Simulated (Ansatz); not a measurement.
Consider the formal exchange of groups at the Al–S bond: `[OH][Al]([F])[SH]` + `[SeH]C1=NC1` → `[OH][Al]([F])[SeH]` + `SC1=NC1`.

Computed with Ansatz on PBE0-D4/def2-TZVP structures; ΔE is electronic, products minus reactants. CCSD(T)/CBS is the MP2 limit (def2-TZVPP, def2-QZVPP) plus CCSD(T) − MP2 in def2-TZVPP, frozen cores. DFT in def2-TZVPP. For Se outer-core shells are correlated without core-valence functions, which leaves a few kJ/mol of doubt a bond. Scalar relativity is left out up to krypton. Each species was taken in one conformer, which may not be the lowest.

| species | r2SCAN energy (Eh) |
| --- | --- |
| `[OH][Al]([F])[SH]` | -817.05181 |
| `[SeH]C1=NC1` | -2534.20481 |
| `[OH][Al]([F])[SeH]` | -2820.41548 |
| `SC1=NC1` | -530.84434 |

Work out ΔE.

ΔE = (-2820.41548) + (-530.84434) − (-817.05181) − (-2534.20481) = -0.00320 Eh = -0.09 eV. CCSD(T)/CBS gives -0.08 eV.

Largest T1 diagnostic among the species: 0.013.

Leaving LDA and LC-ωPBE aside and taking each functional with its dispersion term where it has one, the values, not all of them listed here, spread over 0.06 eV, from HSE06-D4 to B97M-V. LDA lies −0.03 eV from PBE without D4. In def2-TZVPP, CCSD(T) changes the Hartree–Fock value by +0.06 eV (the triples alone add +0.00 eV) and MP2 by +0.05 eV. At CCSD(T), def2-SVP lies −0.04 eV from the extrapolated value and def2-TZVPP +0.04 eV.
